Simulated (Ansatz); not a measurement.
One change: `CC(C)Br` becomes `CC(C)[Si]O`.

Ansatz, PBE0-D4/def2-TZVP geometries, multiplicity 1. Each molecule was computed in one conformer, which needn't be the lowest.

Scalar relativity is left out up to krypton. Spin–orbit coupling is left out; it splits and shifts lone-pair levels of the heavy atoms by tenths of an eV.

| property | `CC(C)Br` |
| --- | --- |
| size of the dipole moment (PBE/def2-TZVPP) / D | 2.21 |
| HOMO energy (PBE0/def2-TZVPP) / eV | -7.78 |
| LUMO energy (PBE0/def2-TZVPP) / eV | 0.14 |
| size of the dipole moment (B3LYP/def2-TZVPP) / D | 2.27 |
| ideal-gas entropy at 298 K and 1 bar (rigid rotor, harmonic PBE0-D4/def2-TZVP) / J/(mol·K) | 314 |
| HOMO energy (PBE/def2-TZVPP) / eV | -6.49 |

Problem. Give the same properties after the change, and the shifts. (An estimate is asked.)

Solution. Ansatz gave: 
```json
{"property": "size of the dipole moment (PBE/def2-TZVPP) / D", "`CC(C)[Si]O`": "2.44", "shift": "0.23"}
{"property": "HOMO energy (PBE0/def2-TZVPP) / eV", "`CC(C)[Si]O`": "-6.11", "shift": "1.67"}
{"property": "LUMO energy (PBE0/def2-TZVPP) / eV", "`CC(C)[Si]O`": "-1.54", "shift": "-1.68"}
{"property": "size of the dipole moment (B3LYP/def2-TZVPP) / D", "`CC(C)[Si]O`": "2.39", "shift": "0.12"}
{"property": "ideal-gas entropy at 298 K and 1 bar (rigid rotor, harmonic PBE0-D4/def2-TZVP) / J/(mol·K)", "`CC(C)[Si]O`": "350", "shift": "36"}
{"property": "HOMO energy (PBE/def2-TZVPP) / eV", "`CC(C)[Si]O`": "-5.05", "shift": "1.44"}
```

With PBE0 the HOMO rises by 1.67 eV and the LUMO falls by 1.68 eV, so the gap narrows by about 3.35 eV. PBE moves the HOMO by 1.44 eV and ωB97M-V by 1.85 eV. The zero-point energy changes by 34.0 kJ/mol with +6 modes. Dipoles are sizes alone; their direction can turn. Modes under 60 cm⁻¹, often nearly free rotors, make the harmonic entropy too high.

B3LYP here is the variant with VWN-RPA as its local correlation; programs differ in this.
